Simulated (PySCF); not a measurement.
Hexafluorobutadiene, SMILES FC(F)=C(F)C(F)=C(F)F (CAM-B3LYP/def2-SVP optimised geometry):

```
10

F      1.606    -1.991    -0.014
C      0.310    -1.835    -0.006
F     -0.329    -2.975    -0.004
C     -0.318    -0.656     0.000
F     -1.652    -0.656     0.008
C      0.318     0.656     0.000
F      1.652     0.656     0.000
C     -0.310     1.835     0.000
F     -1.606     1.991    -0.001
F      0.330     2.975     0.000
```

Level of theory: CAM-B3LYP/def2-TZVP in PySCF.

Question: What are the frontier orbital energies and the dipole moment?

Answer: HOMO-2 -13.06 eV, HOMO-1 -10.60 eV, HOMO -8.31 eV, LUMO 0.06 eV, LUMO+1 1.64 eV; dipole moment 0.00 D.

On the same geometry PySCF with PBE/def2-TZVP gives HOMO-2 -9.40 eV, HOMO-1 -7.42 eV, HOMO -5.66 eV, LUMO -1.77 eV, LUMO+1 -0.69 eV; dipole moment 0.00 D.

Meta-Löwdin charges at CAM-B3LYP/def2-TZVP: F1 -0.22, C2 0.51, F3 -0.22, C4 0.18, F5 -0.25, C6 0.18, F7 -0.25, C8 0.51, F9 -0.22, F10 -0.22.
